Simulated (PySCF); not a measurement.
C3H6BN3, SMILES N(=C\C#C)/B(N)N.

Geometry optimised at B3LYP-D3(BJ)/def2-SVP. The structure was generated by enumeration; whether it is a known compound was not checked. The values are those of a single conformer.

The numbers are results of B3LYP-D3(BJ)/def2-SVP (PySCF), not measurements.

Frequencies are harmonic and unscaled.

```
mode  ν (cm⁻¹)  IR (km/mol)  moving atoms (share of kinetic energy)
----  --------  -----------  --------------------------------------
1           39          6.5                  N 54 %, H 24 %, C 20 %
2          101          0.8                  C 52 %, N 25 %, H 23 %
3          116          4.7                  N 44 %, C 39 %, H 16 %
4          230          2.6                  C 54 %, N 26 %, H 17 %
5          265         76.6                          H 82 %, N 18 %
6          335         77.3                  H 47 %, C 30 %, N 19 %
7          352        114.9                  H 53 %, N 31 %, C 13 %
8          368         79.4                  H 49 %, N 28 %, C 19 %
9          397         34.7                                  H 92 %
10         500          1.2                  N 45 %, C 35 %, H 16 %
11         548          4.0                                  H 87 %
12         552          3.9           C 51 %, H 22 %, N 17 %, B 9 %
13         652         18.5                          B 77 %, N 15 %
14         696         39.8                          H 77 %, C 23 %
15         718         31.1                          H 75 %, C 25 %
16         854          0.5                          H 74 %, N 25 %
17         865         11.5                   N 76 %, C 15 %, H 9 %
18         914          1.3                          H 55 %, N 41 %
19         984          9.7                   H 56 %, C 36 %, N 8 %
20         997         70.1                          C 77 %, H 17 %
21        1319        299.6                  B 51 %, H 30 %, N 15 %
22        1399         44.2                   H 63 %, B 20 %, C 9 %
23        1408        129.9                          B 52 %, H 38 %
24        1586        100.9                          H 81 %, N 16 %
25        1596        272.2                  H 64 %, N 22 %, B 14 %
26        1749        259.7                          C 51 %, N 46 %
27        2209         16.4                           C 91 %, H 9 %
28        2965         53.4                                  H 92 %
29        3468         67.2                          H 86 %, C 14 %
30        3607         33.5                                  H 96 %
31        3618         30.6                                  H 96 %
32        3707         18.2                           H 91 %, N 9 %
33        3720         23.2                           H 91 %, N 9 %
```
